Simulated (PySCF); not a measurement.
PySCF input for C3H6BFN2, SMILES NCC#CB(N)F, PBE-D3(BJ)/def2-SVP. Coordinates come from a PBE-D3(BJ)/def2-SVP optimisation. The structure was generated by enumeration, and PubChem lists no compound with its InChIKey, so it may never have been made. Other conformers were not sampled.

```python
import numpy as np
from pyscf import gto, scf, dft, df
from pyscf.hessian import thermo

mol = gto.M(
    atom='''
    N    -3.18103428   -0.63506730    0.08595096
    C    -2.06256131   -1.03217725    0.94480678
    C    -0.78390884   -0.51137414    0.46338886
    C     0.27883854   -0.02532138    0.07731832
    B     1.61056085    0.56377965   -0.41053051
    N     2.84826596    0.01774439   -0.02433929
    F     1.60972498    1.64070003   -1.23235192
    H    -3.24898731    0.39100936    0.07283231
    H    -4.05831024   -0.97299957    0.50193509
    H    -2.00826077   -2.14488897    0.95839217
    H    -2.15209676   -0.73179936    2.02411298
    H     2.92473637   -0.79408757    0.58515456
    H     3.73775748    0.40206471   -0.34297292
    ''',
    basis='def2-SVP',
    charge=0,
    spin=0,
    max_memory=1600,
    verbose=3,
)
mf = dft.RKS(mol, xc='pbe').density_fit(auxbasis='def2-universal-jkfit')
mf.disp = 'd3bj'
mf.grids.level = 3
mf.conv_tol = 1e-11
mf.max_cycle = 100
mf.kernel()

# [left out here: the lines that compute and print the analytic Hessian (its translational invariance restored by hand, since the grid's response is missing), thermochemistry and intensities]
```

Log of the run:

```
converged SCF energy = -351.505050673026

WARN: DFTD3 does not support analytical Hessian, using finite difference


WARN: Mole.unit (angstrom) is changed to Bohr

Mode                                 0                   1                   2
Irrep
Freq [cm^-1]                       24.2530             76.7242            123.5806
Reduced mass [au]                   2.9554              5.0381              3.2648
Force const [Dyne/A]                0.0010              0.0175              0.0294
Char temp [K]                      34.8946            110.3890            177.8050
Normal mode                   x     y     z       x     y     z       x     y     z
       0   N                 0.02 -0.11 -0.07    0.06  0.08 -0.08   -0.03 -0.01  0.04
       1   C                -0.01  0.08  0.06   -0.03  0.02 -0.00   -0.01  0.07  0.04
       2   C                -0.01  0.05  0.05    0.03 -0.05  0.07    0.00 -0.06 -0.08
       3   C                -0.00  0.03  0.02    0.04 -0.08  0.08    0.01 -0.12 -0.13
       4   B                -0.00 -0.00 -0.00   -0.00 -0.03  0.02    0.01 -0.03 -0.03
       5   N                -0.01 -0.07 -0.08    0.05  0.05 -0.05    0.02  0.04  0.04
       6   F                 0.01  0.04  0.05   -0.11 -0.03  0.01   -0.01  0.03  0.05
       7   H                -0.02 -0.12 -0.25    0.14  0.08 -0.11    0.05 -0.01 -0.16
       8   H                 0.01 -0.08 -0.07    0.01  0.16 -0.13   -0.03  0.14  0.16
       9   H                 0.03  0.08  0.26   -0.09  0.01  0.02   -0.07  0.07  0.23
      10   H                -0.09  0.26  0.00   -0.08  0.03 -0.01    0.06  0.26 -0.00
      11   H                -0.02 -0.11 -0.13    0.13  0.05 -0.05    0.04  0.01 -0.00
      12   H                -0.00 -0.09 -0.10    0.01  0.10 -0.10    0.02  0.14  0.14
Mode                                 3                   4                   5
Irrep
Freq [cm^-1]                      186.9776            252.6774            344.8661
[...]
       4   B                -0.02 -0.01  0.01    0.03  0.02 -0.01   -0.04 -0.02  0.02
       5   N                 0.04 -0.00 -0.00   -0.05 -0.00  0.00    0.03  0.00 -0.00
       6   F                 0.00  0.02 -0.02   -0.01 -0.03  0.02    0.00  0.02 -0.02
       7   H                -0.14 -0.02  0.04   -0.01  0.02  0.06   -0.08  0.05 -0.13
       8   H                 0.21 -0.00  0.35   -0.13  0.12 -0.06   -0.15  0.01 -0.20
       9   H                 0.13  0.12 -0.39    0.06 -0.01 -0.16    0.26 -0.02  0.08
      10   H                -0.07 -0.29  0.14   -0.13 -0.28  0.21    0.41  0.05  0.04
      11   H                -0.03 -0.01  0.01    0.04  0.01 -0.01   -0.02 -0.00  0.00
      12   H                 0.09 -0.07  0.05   -0.11  0.09 -0.07    0.08 -0.07  0.05
Mode                                18                  19                  20
Irrep
Freq [cm^-1]                     1137.1225           1246.8055           1303.7941
Reduced mass [au]                   1.1625              1.2240              4.6134
Force const [Dyne/A]                0.8857              1.1211              4.6205
Char temp [K]                    1636.0661           1793.8755           1875.8695
Normal mode                   x     y     z       x     y     z       x     y     z
       0   N                 0.01  0.03 -0.04    0.01 -0.07 -0.02   -0.00 -0.02  0.01
       1   C                 0.03 -0.06  0.04   -0.07  0.06 -0.01   -0.00 -0.00  0.01
       2   C                -0.02  0.05  0.00    0.01  0.01  0.03    0.07  0.03 -0.03
       3   C                 0.01 -0.00 -0.00    0.00  0.00 -0.01    0.04  0.02 -0.02
       4   B                 0.01  0.01 -0.01    0.00 -0.00 -0.00   -0.16 -0.14  0.11
       5   N                -0.01 -0.00  0.00   -0.00  0.00 -0.00    0.04  0.01 -0.01
       6   F                -0.00 -0.01  0.00   -0.00 -0.00  0.00    0.01  0.05 -0.04
       7   H                -0.33  0.00 -0.25    0.24 -0.04  0.31    0.06 -0.01  0.05
       8   H                 0.22 -0.12  0.28   -0.15  0.17 -0.13   -0.05  0.04 -0.04
       9   H                -0.68 -0.09 -0.02   -0.24  0.06 -0.16   -0.22 -0.01 -0.02
      10   H                 0.24 -0.03  0.06    0.69 -0.07  0.11   -0.16 -0.04  0.00
      11   H                 0.00 -0.00 -0.00   -0.00  0.00 -0.00   -0.04  0.00 -0.00
      12   H                -0.02  0.02 -0.01   -0.01  0.01 -0.00    0.15 -0.14  0.11
Mode                                21                  22                  23
Irrep
Freq [cm^-1]                     1359.1020           1368.9258           1407.5229
Reduced mass [au]                   2.3114              1.8181              1.0695
Force const [Dyne/A]                2.5155              2.0074              1.2484
Char temp [K]                    1955.4452           1969.5794           2025.1121
Normal mode                   x     y     z       x     y     z       x     y     z
       0   N                -0.01 -0.02  0.01    0.03  0.03 -0.02   -0.00  0.01 -0.01
       1   C                 0.06  0.03 -0.01   -0.14 -0.05  0.02   -0.01  0.04 -0.06
       2   C                -0.00  0.00 -0.00    0.03  0.01 -0.01   -0.00  0.00 -0.01
       3   C                -0.00 -0.01  0.01    0.04  0.01 -0.01    0.00  0.00  0.00
       4   B                -0.12  0.13 -0.10   -0.10  0.04 -0.03   -0.00 -0.00  0.00
       5   N                 0.04 -0.02  0.02    0.02 -0.01  0.01    0.00  0.00 -0.00
       6   F                 0.00 -0.04  0.03    0.00 -0.01  0.01    0.00  0.00  0.00
       7   H                 0.11 -0.01  0.07   -0.20  0.02 -0.12   -0.01  0.01 -0.01
       8   H                -0.10  0.05 -0.11    0.17 -0.07  0.21    0.03 -0.02  0.04
       9   H                -0.24  0.01 -0.03    0.42 -0.03  0.05    0.00  0.03  0.69
      10   H                -0.18 -0.05 -0.01    0.32  0.08  0.03    0.04 -0.65  0.17
      11   H                 0.38 -0.02  0.00    0.21 -0.01 -0.00    0.00  0.00  0.00
      12   H                 0.18 -0.20  0.15    0.12 -0.14  0.10    0.00 -0.00  0.00
Mode                                24                  25                  26
Irrep
Freq [cm^-1]                     1539.8039           1577.1483           2246.6160
Reduced mass [au]                   1.6393              1.0893             11.9395
Force const [Dyne/A]                2.2900              1.5965             35.5052
Char temp [K]                    2215.4350           2269.1653           3232.3802
Normal mode                   x     y     z       x     y     z       x     y     z
       0   N                 0.00 -0.00  0.00   -0.06  0.03 -0.02   -0.00  0.00 -0.00
       1   C                -0.00 -0.00  0.00   -0.01  0.01  0.02   -0.03 -0.01  0.01
       2   C                 0.01  0.01 -0.00   -0.00  0.00 -0.00    0.18  0.08 -0.06
       3   C                 0.01 -0.00  0.00    0.00  0.00 -0.00   -0.17 -0.08  0.06
       4   B                -0.10  0.06 -0.04   -0.00  0.00  0.00    0.03  0.01 -0.01
       5   N                 0.12 -0.05  0.04    0.00 -0.00  0.00   -0.00 -0.00  0.00
       6   F                 0.00 -0.01  0.01    0.00 -0.00  0.00    0.00  0.00 -0.00
       7   H                -0.01 -0.00  0.00    0.67  0.06 -0.07    0.01  0.00 -0.00
       8   H                -0.00  0.01 -0.00    0.28 -0.59  0.13    0.00 -0.00  0.01
       9   H                -0.00 -0.00  0.00   -0.03  0.01 -0.04   -0.01 -0.00  0.01
      10   H                -0.00 -0.00  0.00    0.04 -0.00  0.03   -0.00 -0.01  0.00
      11   H                -0.52 -0.08  0.08   -0.01 -0.00  0.00    0.00  0.00 -0.00
      12   H                -0.20  0.40 -0.30   -0.00  0.01 -0.00   -0.00  0.00 -0.00
Mode                                27                  28                  29
Irrep
Freq [cm^-1]                     2833.3441           2960.7436           3405.2786
Reduced mass [au]                   1.0740              1.0860              1.0509
Force const [Dyne/A]                5.0798              5.6089              7.1798
Char temp [K]                    4076.5514           4259.8508           4899.4378
Normal mode                   x     y     z       x     y     z       x     y     z
       0   N                 0.00 -0.00  0.00   -0.00 -0.00 -0.00   -0.04  0.03  0.01
       1   C                -0.01  0.01  0.07   -0.00  0.08  0.01    0.00  0.00  0.00
       2   C                -0.00 -0.00  0.00    0.00  0.00 -0.00   -0.00 -0.00 -0.00
       3   C                 0.00  0.00 -0.00   -0.00 -0.00  0.00    0.00  0.00 -0.00
       4   B                -0.00 -0.00  0.00    0.00  0.00 -0.00    0.00  0.00 -0.00
       5   N                -0.00 -0.00  0.00    0.00  0.00 -0.00   -0.00 -0.00  0.00
       6   F                -0.00 -0.00  0.00    0.00  0.00  0.00   -0.00 -0.00  0.00
       7   H                 0.00  0.00 -0.01    0.00  0.02  0.00    0.02 -0.70  0.04
       8   H                -0.00 -0.01  0.00   -0.00 -0.00 -0.00    0.58  0.25 -0.26
       9   H                -0.01  0.10  0.02    0.04 -0.95  0.00   -0.00 -0.01 -0.00
      10   H                 0.10 -0.27 -0.91    0.01 -0.01 -0.08    0.01 -0.00 -0.01
      11   H                 0.00  0.00 -0.00   -0.00 -0.00  0.00    0.00  0.00 -0.00
      12   H                -0.00 -0.00  0.00    0.00  0.00 -0.00   -0.00 -0.00  0.00
Mode                                30                  31                  32
Irrep
Freq [cm^-1]                     3491.7892           3529.5775           3643.8449
Reduced mass [au]                   1.0925              1.0506              1.0987
Force const [Dyne/A]                7.8485              7.7113              8.5954
Char temp [K]                    5023.9072           5078.2762           5242.6816
Normal mode                   x     y     z       x     y     z       x     y     z
       0   N                -0.04 -0.06  0.02    0.00  0.00 -0.00    0.00 -0.00 -0.00
       1   C                -0.00 -0.00  0.00    0.00  0.00  0.00    0.00 -0.00 -0.00
       2   C                -0.00  0.00  0.00    0.00  0.00 -0.00    0.00  0.00 -0.00
       3   C                 0.00  0.00 -0.00   -0.00 -0.00  0.00   -0.00  0.00 -0.00
       4   B                 0.00  0.00 -0.00   -0.00  0.00 -0.00   -0.00 -0.00  0.00
       5   N                 0.00 -0.00  0.00    0.05 -0.02  0.01   -0.03 -0.06  0.04
       6   F                -0.00 -0.00  0.00   -0.00  0.00 -0.00   -0.00  0.00 -0.00
       7   H                -0.05  0.66 -0.01    0.00 -0.00  0.00    0.00 -0.00 -0.00
       8   H                 0.58  0.23 -0.27   -0.00 -0.00  0.00   -0.00 -0.00  0.00
       9   H                -0.00  0.01 -0.00   -0.00 -0.00 -0.00   -0.00 -0.00  0.00
      10   H                 0.00  0.00 -0.00   -0.00  0.00  0.00   -0.00  0.00  0.00
      11   H                -0.00  0.00 -0.00   -0.03  0.48 -0.36   -0.06  0.59 -0.45
      12   H                -0.00 -0.00  0.00   -0.66 -0.29  0.24    0.52  0.22 -0.18
temperature 298.1500 [K]
pressure 101325.00 [Pa]
Rotational constants [GHz] 7.04550 0.98302 0.87196
Symmetry number 1
Zero-point energy (ZPE) 0.09643 [Eh]   253172.659 [J/mol]
                           tot       elec      trans        rot        vib
Entropy [J/mol/K]       384.979      0.000    166.168    118.686    100.124
Cv [J/mol/K]            121.159      0.000     12.472     12.472     96.216
Cp [J/mol/K]            129.474      0.000     20.786     12.472     96.216
Internal energy [J/mol]                      3718.434   3718.434 268093.833
Internal energy [Eh]   -351.40011  -351.50505
Enthalpy [J/mol]                             6197.391   3718.434 268093.833
Enthalpy [Eh]          -351.39916
Gibbs free energy [J/mol]                  -43345.605 -31667.923 238241.755
Gibbs free energy [Eh] -351.44288
mode   freq/cm-1   IR/(km/mol)
   1       24.25         3.451
   2       76.72         4.747
   3      123.58        12.233
   4      186.98         3.120
   5      252.68        40.124
   6      344.87         4.467
   7      356.08         4.617
   8      436.87       148.950
   9      447.63        16.015
  10      549.10         8.036
  11      563.49         0.885
  12      624.44        11.545
  13      630.59        21.762
  14      803.44       138.239
  15      856.00         4.157
  16      949.03        12.729
  17      963.97        21.341
  18     1086.03        14.347
  19     1137.12         5.655
  20     1246.81        14.858
  21     1303.79       314.330
  22     1359.10        81.055
  23     1368.93       138.020
  24     1407.52         4.854
  25     1539.80       251.847
  26     1577.15        16.834
  27     2246.62        97.716
  28     2833.34        68.759
  29     2960.74        15.355
  30     3405.28         1.763
  31     3491.79         0.709
  32     3529.58        59.928
  33     3643.84        32.811
max |gradient| / (hartree/bohr): 0.0004753396440576712
APT charges: [-0.409   0.4424  0.0031 -0.5022  1.3098 -0.7493 -0.597   0.1332  0.1117
 -0.04   -0.1169  0.2043  0.2099]
```

Self-consistency was reached.

Cost: very roughly 3 core-minutes.
